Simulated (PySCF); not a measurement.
**Radial density of Bi²⁺ (bismuth, charge +2)**

r2SCAN, [Xe] 4f14 5d10 6s1 6p1 6d1, one real determinant (an excited configuration). Computed with PySCF 2.14 in aug-cc-pwCVTZ-DK3 (11s10p8d5f1g, 125 functions), with the spin-free X2C one-electron Hamiltonian (Gaussian nucleus).

```json
{"r (bohr)": "0.0150", "4πr²ρ (e/bohr)": "108.4", "4πr²(ρα − ρβ)": "0.0065"}
{"r (bohr)": "0.0252", "4πr²ρ (e/bohr)": "108.6", "4πr²(ρα − ρβ)": "0.0165"}
{"r (bohr)": "0.0424", "4πr²ρ (e/bohr)": "154.4", "4πr²(ρα − ρβ)": "0.0311"}
{"r (bohr)": "0.0714", "4πr²ρ (e/bohr)": "131.6", "4πr²(ρα − ρβ)": "-0.0046"}
{"r (bohr)": "0.120", "4πr²ρ (e/bohr)": "143.5", "4πr²(ρα − ρβ)": "0.0596"}
{"r (bohr)": "0.202", "4πr²ρ (e/bohr)": "99.14", "4πr²(ρα − ρβ)": "-0.0002"}
{"r (bohr)": "0.340", "4πr²ρ (e/bohr)": "100.3", "4πr²(ρα − ρβ)": "0.0894"}
{"r (bohr)": "0.571", "4πr²ρ (e/bohr)": "43.05", "4πr²(ρα − ρβ)": "0.1868"}
{"r (bohr)": "0.961", "4πr²ρ (e/bohr)": "23.52", "4πr²(ρα − ρβ)": "-0.0143"}
{"r (bohr)": "1.62", "4πr²ρ (e/bohr)": "6.412", "4πr²(ρα − ρβ)": "0.9729"}
{"r (bohr)": "2.72", "4πr²ρ (e/bohr)": "1.211", "4πr²(ρα − ρβ)": "1.0181"}
{"r (bohr)": "4.57", "4πr²ρ (e/bohr)": "0.2622", "4πr²(ρα − ρβ)": "0.2618"}
{"r (bohr)": "7.69", "4πr²ρ (e/bohr)": "0.01413", "4πr²(ρα − ρβ)": "0.0141"}
```

Densities and radii are taken from the X2C orbitals without a picture-change correction, which distorts them close to the nucleus.

⟨L²⟩ = 8.01 against 12 for a pure F term, so this real determinant mixes terms. Spin-orbit coupling, absent here, splits the open shell strongly. The outer electron is Rydberg-like, and this basis confines it to a smaller radius and binds it less than a complete one would.

Where is the radial spin density 4πr²(ρα − ρβ) most negative, and why is it negative at all?

Around r = 0.961 bohr, down to -0.0143 e/bohr: exchange with the open shell polarises the paired shells in an unrestricted calculation.
